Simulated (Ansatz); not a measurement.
Ansatz (an electronic-structure program) input (PBE0/6-31G* with LANL2DZ past Ar): The .json file joins the Basis Set Exchange's 6-31G* for atoms up to Ar and LANL2DZ past it.

Ansatz 0.2 input:
```yaml
crystal:
  periodic: [false, false, false]
  atoms:
    - {symbol: Br, position_ang: [1.88109700, -0.80092100, 0.05503700]}
    - {symbol: C, position_ang: [-0.00258700, -0.40796400, 0.02944600]}
    - {symbol: C, position_ang: [-0.97521400, -1.35583600, 0.09928200]}
    - {symbol: C, position_ang: [-2.31096700, -0.82986900, 0.06328600]}
    - {symbol: C, position_ang: [-2.54504100, 0.53151400, -0.03461900]}
    - {symbol: Se, position_ang: [-0.79227100, 1.30412200, -0.09295200]}
    - {symbol: H, position_ang: [-0.74575300, -2.41392900, 0.17530500]}
    - {symbol: H, position_ang: [-3.15258200, -1.52103900, 0.11440300]}
basis:
  gaussian:
    orbitals: 6-31Gs+LANL2DZ.json
hamiltonian:
  xc: {name: PBE0}
total_charge: -1
output: {forces: true}
```

Output:

```
Functional definition: PBE0
integrals: 0.04 GiB planned
902 factors; integrals over basis functions are off by at most 8.8e-4 eV
mean field: 0.28 GiB planned
mean field evaluation 1: about -4777.5489 eV, gradient 4.2e1 eV
mean field evaluation 2: about -4720.2565 eV, gradient 1.3e2 eV
mean field evaluation 4: about -4782.4192 eV, gradient 9.6e0 eV
mean field evaluation 8: about -4782.9079 eV, gradient 1.4e0 eV
mean field evaluation 16: about -4782.9130 eV, gradient 3.9e-4 eV
mean field -4782.91296367 eV, -175.7688094399 hartree, gradient 2.6e-5 eV, S^2 0.000000; 0 other end points of the search recorded, 0 dependent functions left out
the calculation of the forces begins
reference -4782.91298519 eV, -175.7688102309 hartree; 20, 20 occupied and 60, 60 virtual orbitals, 902 factors
Total energy: -4782.91298519 eV, -175.7688102309 hartree
Atom 0 at     1.881097    -0.800921     0.055037 Å, force     0.713899    -0.142459     0.009232 eV/Å
Atom 1 at    -0.002587    -0.407964     0.029446 Å, force    -0.470942    -0.196304     0.014859 eV/Å
Atom 2 at    -0.975214    -1.355836     0.099282 Å, force    -0.066207    -0.043031     0.003203 eV/Å
Atom 3 at    -2.310967    -0.829869     0.063286 Å, force     0.219657     0.008543    -0.000939 eV/Å
Atom 4 at    -2.545041     0.531514    -0.034619 Å, force    -0.659965    -0.017278     0.002217 eV/Å
Atom 5 at    -0.792271     1.304122    -0.092952 Å, force     0.340920     0.625192    -0.045620 eV/Å
Atom 6 at    -0.745753    -2.413929     0.175305 Å, force     0.058310    -0.147885     0.010587 eV/Å
Atom 7 at    -3.152582    -1.521039     0.114403 Å, force    -0.135673    -0.086777     0.006462 eV/Å
Dipole moment:     1.167790    -0.333194     0.022330 e Å
```

The dipole moment of an ion depends on the origin.

The geometry given is a B3LYP-D3(BJ)/def2-TZVP minimum.
